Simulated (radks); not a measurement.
The numbers below are computed, except where a source is named.
Tb I, 65 electrons, occupied as [Xe] 4f9 6s2 (the NIST ground configuration). Code: a radial shooting solver on a logarithmic mesh with Libxc functionals. Model: scalar-relativistic Kohn-Sham, LDA (Slater exchange, VWN5 correlation), spin-unpolarised, spherical densities, finite nucleus; Fermi nuclear charge, rms radius 5.06 fm; hard spherical wall at 4 bohr.

Local quantities along the radius. ELF = 1/(1 + alpha^2) is the electron localisation function; alpha = (tau - tau_W)/tau_unif compares the Pauli kinetic energy density with that of the uniform gas; s = |grad rho|/(2 (3 pi^2)^(1/3) rho^(4/3)) is the reduced gradient. tau is taken from the large components.

| r (bohr) | ELF | alpha | s |
|---|---|---|---|
| 0.001747 | 0.999 | 0.02619 | 0.6627 |
| 0.002293 | 0.999 | 0.02872 | 0.6095 |
| 0.00301 | 0.999 | 0.03280 | 0.5748 |
| 0.003951 | 0.998 | 0.03939 | 0.5565 |
| 0.005186 | 0.997 | 0.05033 | 0.5537 |
| 0.006753 | 0.995 | 0.06875 | 0.5660 |
| 0.008864 | 0.989 | 0.1041 | 0.5950 |
| 0.01164 | 0.970 | 0.1764 | 0.6407 |
| 0.01527 | 0.898 | 0.3362 | 0.6955 |
| 0.02005 | 0.680 | 0.6865 | 0.7236 |
| 0.02631 | 0.395 | 1.238 | 0.6357 |
| 0.03454 | 0.341 | 1.391 | 0.4119 |
| 0.04533 | 0.540 | 0.9232 | 0.2820 |
| 0.0595 | 0.729 | 0.6101 | 0.3337 |
| 0.0781 | 0.690 | 0.6708 | 0.4544 |
| 0.1025 | 0.416 | 1.184 | 0.4704 |
| 0.1346 | 0.384 | 1.268 | 0.2586 |
| 0.1766 | 0.670 | 0.7021 | 0.2555 |
| 0.2318 | 0.712 | 0.6360 | 0.4690 |
| 0.3043 | 0.311 | 1.490 | 0.5752 |
| 0.3994 | 0.365 | 1.320 | 0.1815 |
| 0.5201 | 0.708 | 0.6428 | 0.2758 |
| 0.6827 | 0.614 | 0.7931 | 0.5138 |
| 0.8961 | 0.348 | 1.369 | 0.5957 |
| 1.176 | 0.426 | 1.160 | 0.5159 |
| 1.544 | 0.509 | 0.9830 | 0.6672 |
| 2.026 | 0.307 | 1.504 | 0.7750 |
| 2.66 | 0.458 | 1.088 | 0.8898 |
| 3.491 | 0.628 | 0.7693 | 4.572 |

On this mesh the ELF has minima near r = 0.030, 0.12, 0.35, 1.0, 2.0 bohr, which separate the shells, and maxima near 0.068 (0.74), 0.20 (0.74), 0.52 (0.71), 1.3 (0.51), 3.0 (0.64).
